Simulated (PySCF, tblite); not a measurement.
Compound: C7H13PSi.
Geometry (GFN2-xTB, Å), atoms numbered from 1 in this order:
```
atom  x, y, z in Å
C1    -1.502   -0.042    2.655
C2    -0.985    0.376    1.651
P3    -0.244    1.179    0.276
C4    -1.409    0.627   -1.042
C5    -2.130   -0.686   -0.983
C6    -2.886    0.590   -0.787
Si7    1.414   -0.327   -0.049
C8     2.487    0.359   -1.466
C9     2.405   -0.390    1.572
H10   -1.951   -0.455    3.511
H11   -1.090    0.977   -2.019
H12   -1.973   -1.311   -0.115
H13   -2.269   -1.236   -1.902
H14   -3.554    0.925   -1.567
H15   -3.230    0.815    0.212
H16    0.959   -1.689   -0.397
H17    2.779    1.388   -1.272
H18    1.955    0.341   -2.412
H19    3.394   -0.224   -1.587
H20    1.788   -0.751    2.389
H21    2.766    0.597    1.846
H22    3.265   -1.046    1.486
```

Method: PBE0/pcSseg-1 in PySCF (dipole) on a GFN2-xTB geometry, gas phase.

Take the most abundant isotopes and a rigid rotor. The values belong to one conformer with, in the numbering `[CH:1]#[C:2][P:3]([CH:4]1[CH2:5][CH2:6]1)[SiH:7]([CH3:8])[CH3:9]`, C2–P3–C4–C5 -30°, C2–P3–Si7–C8 -177°.

(1) What are A, B and C (cm⁻¹)?

(2) What kind of rotor is it?

(3) Is it planar, by Δ = Ic − Ia − Ib?

(4) Give the other two planar moments, Paa and Pbb, and the rms extents of the mass along the axes.

(5) Which lines would a microwave search look for?

Answers

(1) Ia = 314.53, Ib = 570.24, Ic = 752.53 u·Å²; 505379 MHz·u·Å²/I gives 1607, 886.3 and 671.6 MHz, that is A = 0.05360, B = 0.02956, C = 0.02240 cm⁻¹.

(2) An asymmetric top. Ray's parameter κ = (2B − A − C)/(A − C) = -0.541; −1 is the prolate and +1 the oblate limit.

(3) Not planar: Δ = Ic − Ia − Ib = -132.24 u·Å². For a rigid frame Δ = −2 Σ m c², so Σ m c² = 66.12 u·Å² lies off the ab plane: 13.97 from hydrogen and 52.15 from heavier atoms. The atom farthest from that plane is 1.86 Å away.

(4) Paa = Σ m a² = (Ib + Ic − Ia)/2 = 504.12 and Pbb = Σ m b² = (Ia + Ic − Ib)/2 = 248.41 u·Å². With the mass M = 156.05 u, the rms extents √(P/M) along a, b and c are 1.80, 1.26, 0.65 Å.

(5) The dipole components are |μa| = 0.20 D, |μb| = 0.57 D, |μc| = 1.04 D. Intensities carry the squares of the components, which stand as 0.04 : 0.30 : 1.00 (a : b : c). Some lines, for components of 0.1 D or more:

| type | branch | J(Ka,Kc) | MHz | lower level (cm⁻¹) |
| --- | --- | --- | --- | --- |
| c | Q | 2(1,2) ← 2(0,2) | 547 | 0.155 |
| b | Q | 2(1,1) ← 2(0,2) | 1191 | 0.155 |
| c | Q | 2(2,1) ← 2(1,1) | 2162 | 0.194 |
| b | R | 1(1,1) ← 0(0,0) | 2278 | 0.000 |
| b | Q | 2(2,1) ← 2(1,2) | 2806 | 0.173 |
| a | R | 2(0,2) ← 1(0,1) | 3074 | 0.052 |
| c | R | 2(1,1) ← 1(0,1) | 4266 | 0.052 |
| b | R | 2(2,1) ← 1(1,0) | 5492 | 0.083 |
| c | R | 2(2,0) ← 1(1,0) | 5533 | 0.083 |
| b | R | 2(2,0) ← 1(1,1) | 5748 | 0.076 |

Its GFN2-xTB frequencies are all real (lowest 23 cm⁻¹). No vibrational averaging or centrifugal distortion is included, and the geometry carries the error of its method. A rigid rotor knows nothing of internal rotation, which can split or shift real lines.

Rough CPU time on one thread of a shared machine: about 2.3 min. This is the PBE0/pcSseg-1 job that gave the dipole, with the shieldings it also computed.
